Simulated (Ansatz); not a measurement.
C₃H₉Si, that is [SiMe3]- with one electron fewer, relaxed as a doublet with UKS PBE0-D4/def2-SVPD in Ansatz, starting from the PBE0-D4/def2-SVPD geometry of the charge -1 singlet. Force threshold 0.02 eV/Å.

The relaxation made no stability test and no search for a lower SCF solution.

Start:

Cartesian coordinates in Å:
```
Si -0.978 0.365 0.096
C -0.612 -1.547 0.325
H -0.911 -1.896 1.329
H 0.465 -1.784 0.196
H -1.176 -2.154 -0.406
C 0.438 1.021 1.281
H 1.418 0.546 1.062
H 0.201 0.818 2.340
H 0.569 2.113 1.185
C -0.002 0.593 -1.589
H 0.104 1.660 -1.850
H -0.532 0.109 -2.428
H 1.018 0.157 -1.541
```

| step | energy (eV) | largest force component (eV/Å) | SCF passes |
| --- | --- | --- | --- |
| 1 | -11122.6199 | 4.126 | 15 |
| 2 | -11123.1174 | 0.726 | 19 |
| 3 | -11123.2022 | 0.206 | 18 |
| 4 | -11123.2401 | 0.272 | 19 |
| 5 | -11123.2466 | 0.087 | 19 |
| 6 | -11123.2472 | 0.010 | 18 |

Force components are those of the run's own axes.

End:

```xyz
13

Si   -0.601    0.224    0.059
C    -0.627   -1.642    0.341
H    -1.001   -1.892    1.345
H     0.390   -2.059    0.247
H    -1.268   -2.151   -0.394
C     0.483    1.071    1.352
H     1.523    0.708    1.277
H     0.128    0.864    2.372
H     0.497    2.162    1.213
C     0.017    0.619   -1.680
H     0.024    1.702   -1.868
H    -0.613    0.146   -2.448
H     1.048    0.247   -1.815
```

By distances, no bond broke or formed. The bond that changes most is Si1–C10, from 1.96 to 1.89 Å (atoms count from 1).

No frequencies were taken in this run, so the end may be a saddle point.

It took 18 s on 4 threads of Arm Neoverse V1 on a shared host.
